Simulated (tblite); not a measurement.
Species: C₆H₁₅BN₂O.
Bonds: C1–O2, O2–B3, B3–N4, N4–C5, C5–C6, C6–N7, N7–C8, C8–C9, C8–C10, B3–N7. Hydrogens: H11, H12, H13 on C1; H14 on N4; H15, H16 on C5; H17, H18 on C6; H19 on C8; H20, H21, H22 on C9; H23, H24, H25 on C10.

Computed with GFN2-xTB (tblite), gas phase: L-BFGS steps from a force-field or distance-geometry start until the largest atomic force falls under 0.01 eV/Å.

The end geometry, which sets the zero of energy:
```
atom  x, y, z in Å
C1      2.6032    1.6554    0.2798
O2      1.2636    1.2511    0.3611
B3      0.9018   -0.0383    0.0746
N4      1.7281   -1.1070   -0.3612
C5      0.9757   -2.3351   -0.4911
C6     -0.4913   -1.8946   -0.3302
N7     -0.4253   -0.5312    0.1557
C8     -1.6635    0.1825    0.3771
C9     -1.9905    1.0929   -0.8113
C10    -1.5757    0.9934    1.6691
H11     2.6430    2.7127    0.5485
H12     2.9980    1.5296   -0.7339
H13     3.2350    1.0885    0.9721
H14     2.7286   -1.1774   -0.3968
H15     1.2558   -3.0573    0.2896
H16     1.1509   -2.8073   -1.4658
H17    -1.0196   -1.9409   -1.2936
H18    -1.0298   -2.5353    0.3794
H19    -2.4617   -0.5658    0.4806
H20    -2.0486    0.5101   -1.7280
H21    -2.9403    1.5993   -0.6586
H22    -1.2032    1.8337   -0.9194
H23    -0.7613    1.7061    1.5883
H24    -1.3767    0.3342    2.5101
H25    -2.5070    1.5249    1.8491
```

Problem. These geometries come from the run, each turned onto the end geometry. Order them by energy, lowest first.
A.
```
atom  x, y, z in Å
C1      2.6262    1.6327    0.3250
O2      1.2769    1.2550    0.3548
B3      0.9067   -0.0316    0.0622
N4      1.7328   -1.1101   -0.3471
C5      0.9759   -2.3314   -0.5038
C6     -0.4898   -1.8900   -0.3320
N7     -0.4241   -0.5144    0.1184
C8     -1.6617    0.1883    0.3692
C9     -2.0554    1.0721   -0.8201
C10    -1.5400    1.0305    1.6379
H11     2.6795    2.6766    0.6386
H12     3.0441    1.5383   -0.6828
H13     3.2286    1.0241    1.0083
H14     2.7329   -1.1773   -0.4020
H15     1.2564   -3.0706    0.2598
H16     1.1456   -2.7834   -1.4891
H17    -1.0351   -1.9656   -1.2830
H18    -1.0100   -2.5158    0.4041
H19    -2.4435   -0.5691    0.5213
H20    -2.0559    0.4953   -1.7421
H21    -3.0480    1.4904   -0.6693
H22    -1.3377    1.8823   -0.9169
H23    -0.7590    1.7717    1.5023
H24    -1.2749    0.3962    2.4796
H25    -2.4814    1.5299    1.8519
```
B.
```
atom  x, y, z in Å
C1      2.9213    1.3492    0.9023
O2      1.5377    1.1477    0.7726
B3      1.0429    0.0037    0.1944
N4      1.7997   -1.0703   -0.3478
C5      0.9463   -2.1569   -0.7663
C6     -0.4408   -1.5032   -0.8344
N7     -0.3319   -0.3038   -0.0124
C8     -1.5519    0.2337    0.5560
C9     -2.7193    0.2279   -0.4427
C10    -1.3632    1.6637    1.0568
H11     3.0611    2.3498    1.3167
H12     3.4298    1.2914   -0.0665
H13     3.3740    0.6145    1.5797
H14     2.7841   -1.2615   -0.3366
H15     0.9638   -2.9774   -0.0301
H16     1.2613   -2.5643   -1.7328
H17    -0.6738   -1.2243   -1.8741
H18    -1.2292   -2.1727   -0.4760
H19    -1.8305   -0.4040    1.4182
H20    -3.0005   -0.7847   -0.7247
H21    -3.5727    0.7239    0.0178
H22    -2.4525    0.7835   -1.3400
H23    -1.3632    2.3548    0.2184
H24    -0.4197    1.7760    1.5769
H25    -2.1837    1.9278    1.7199
```
C.
```
atom  x, y, z in Å
C1      2.8972    1.4409    0.7097
O2      1.7966    1.2882   -0.1572
B3      1.1545    0.0950   -0.2402
N4      1.7675   -1.2331   -0.0820
C5      0.8694   -2.1401   -0.7485
C6     -0.4451   -1.3678   -0.9901
N7     -0.2739   -0.0459   -0.4382
C8     -1.3633    0.2545    0.4808
C9     -2.6618    0.1656   -0.3321
C10    -1.2876    1.5983    1.1855
H11     2.7038    2.3814    1.2353
H12     3.8633    1.5262    0.1972
H13     2.9475    0.6051    1.4194
H14     2.0918   -1.5751    0.8150
H15     0.6837   -3.0467   -0.1742
H16     1.3302   -2.4171   -1.6941
H17    -0.6761   -1.2708   -2.0472
H18    -1.2615   -1.8952   -0.5080
H19    -1.3746   -0.5416    1.2567
H20    -3.0794   -0.8402   -0.3396
H21    -3.4264    0.8314    0.0600
H22    -2.4332    0.4479   -1.3628
H23    -1.6490    2.3875    0.5188
H24    -0.2716    1.8219    1.4966
H25    -1.9128    1.5537    2.0844
```
D.
```
atom  x, y, z in Å
C1      2.7453    1.5499    0.5319
O2      1.3777    1.2407    0.4801
B3      0.9573   -0.0061    0.0956
N4      1.7562   -1.0919   -0.3529
C5      0.9635   -2.2629   -0.6504
C6     -0.4747   -1.8409   -0.3040
N7     -0.3895   -0.4521    0.1105
C8     -1.6473    0.2004    0.3965
C9     -2.2201    0.8752   -0.8617
C10    -1.5268    1.2105    1.5379
H11     2.8420    2.5529    0.9525
H12     3.1924    1.5399   -0.4686
H13     3.2879    0.8449    1.1718
H14     2.7385   -1.1429   -0.5513
H15     1.2839   -3.1257   -0.0489
H16     1.0544   -2.5429   -1.7086
H17    -1.1455   -1.9583   -1.1665
H18    -0.8739   -2.4575    0.5156
H19    -2.3507   -0.5872    0.7208
H20    -2.3493    0.1394   -1.6538
H21    -3.1879    1.3211   -0.6420
H22    -1.5434    1.6508   -1.2173
H23    -0.8452    2.0153    1.2676
H24    -1.1451    0.7264    2.4376
H25    -2.5103    1.6252    1.7526
```
E.
```
atom  x, y, z in Å
C1      2.8251    1.3909    0.9240
O2      1.4562    1.1499    0.7478
B3      1.0019   -0.0134    0.1892
N4      1.7886   -1.0931   -0.2892
C5      0.9694   -2.1309   -0.8686
C6     -0.4670   -1.7159   -0.5078
N7     -0.3638   -0.3615    0.0072
C8     -1.5909    0.2453    0.4744
C9     -2.6084    0.4122   -0.6653
C10    -1.3163    1.5948    1.1260
H11     2.9202    2.3431    1.4501
H12     3.3547    1.4616   -0.0333
H13     3.2974    0.6053    1.5235
H14     2.7807   -1.1515   -0.4374
H15     1.2176   -3.1189   -0.4609
H16     1.0993   -2.1757   -1.9598
H17    -1.1150   -1.7617   -1.3889
H18    -0.8902   -2.3801    0.2602
H19    -2.0495   -0.4199    1.2300
H20    -2.9440   -0.5549   -1.0321
H21    -3.4789    0.9579   -0.3076
H22    -2.1647    0.9652   -1.4895
H23    -0.8337    2.2557    0.4135
H24    -0.6525    1.4745    1.9751
H25    -2.2469    2.0450    1.4644
```

Solution. A (0.005 eV), D (0.034 eV), E (0.082 eV), B (0.170 eV), C (1.195 eV).

In the order of the answer:

```json
{"step": "185", "E above end (eV)": "0.005", "largest force (eV/Å)": "0.04", "rms force component (eV/Å)": "0.011", "rms distance from end (Å)": "0.067", "rms bond change (Å)": "0.001", "bond most changed (Å)": "B3–N7 -0.001"}
{"step": "161", "E above end (eV)": "0.034", "largest force (eV/Å)": "0.14", "rms force component (eV/Å)": "0.041", "rms distance from end (Å)": "0.301", "rms bond change (Å)": "0.002", "bond most changed (Å)": "C8–C9 +0.006"}
{"step": "107", "E above end (eV)": "0.082", "largest force (eV/Å)": "0.06", "rms force component (eV/Å)": "0.018", "rms distance from end (Å)": "0.812", "rms bond change (Å)": "0.003", "bond most changed (Å)": "C8–H19 +0.007"}
{"step": "43", "E above end (eV)": "0.170", "largest force (eV/Å)": "0.15", "rms force component (eV/Å)": "0.046", "rms distance from end (Å)": "0.988", "rms bond change (Å)": "0.004", "bond most changed (Å)": "C6–N7 +0.009"}
{"step": "6", "E above end (eV)": "1.195", "largest force (eV/Å)": "0.89", "rms force component (eV/Å)": "0.196", "rms distance from end (Å)": "1.126", "rms bond change (Å)": "0.014", "bond most changed (Å)": "B3–N4 +0.052"}
```

The cost below is that of the whole relaxation. Hardware: one thread of an Intel Xeon at 2.50 GHz, no GPU, shared host. Cost: 5.5 s.
